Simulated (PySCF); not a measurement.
C2H4BN3, SMILES C1C=NB(N=1)N. Atoms are numbered in the order given.

```xyz
10

N      0.0000     0.0000     2.0609
B      0.0000     0.0000     0.6783
N      0.0000     1.2447    -0.1646
C      0.0000     0.7664    -1.3489
C      0.0000    -0.7664    -1.3489
N      0.0000    -1.2447    -0.1646
H      0.0000    -0.8571     2.6019
H      0.0000     0.8571     2.6019
H      0.0000     1.3803    -2.2647
H      0.0000    -1.3803    -2.2647
```
Charge 0, spin multiplicity 1.

Geometry: B3LYP-D3(BJ)/def2-SVP. The structure was generated by enumeration, and PubChem lists no compound with its InChIKey, so it may never have been made. Other conformers were not sampled.

Level of theory: B3LYP-D3(BJ)/def2-SVP in PySCF.

Harmonic, unscaled wavenumbers; measured fundamentals usually lie a few per cent lower.

**Question.** Give all harmonic wavenumbers and intensities. (An estimate is asked for; the answer gives what the named calculation found.)

**Answer.** 
```csv
mode,ν (cm⁻¹),IR (km/mol),moving atoms (share of kinetic energy)
1,151,22.0,"N 50 %, H 20 %, C 17 %, B 14 %"
2,314,8.1,"N 47 %, H 34 %, B 12 %"
3,466,0.0,"H 48 %, C 33 %, N 18 %"
4,576,122.7,"H 75 %, N 22 %"
5,619,6.7,"N 63 %, C 17 %, B 11 %, H 8 %"
6,677,0.0,"H 86 %, N 11 %"
7,682,68.2,"B 54 %, N 30 %, H 10 %"
8,795,0.0,"H 32 %, N 26 %, C 25 %, B 16 %"
9,820,7.8,"N 83 %, H 13 %"
10,878,6.0,"C 66 %, H 22 %, N 12 %"
11,886,20.1,"H 73 %, C 14 %, B 13 %"
12,897,15.8,"N 36 %, C 34 %, H 28 %"
13,1002,0.0,"H 57 %, C 41 %"
14,1135,106.2,"B 47 %, H 28 %, N 23 %"
15,1311,16.6,"H 71 %, N 16 %"
16,1327,27.2,"H 70 %, C 21 %, N 9 %"
17,1442,44.3,"H 52 %, B 44 %"
18,1615,289.8,"H 40 %, B 30 %, N 29 %"
19,1644,24.1,"C 53 %, N 45 %"
20,1685,9.7,"C 57 %, N 38 %"
21,3085,29.0,"H 92 %, C 8 %"
22,3099,64.9,"H 91 %, C 9 %"
23,3592,85.8,H 96 %
24,3701,53.2,"H 91 %, N 9 %"
```
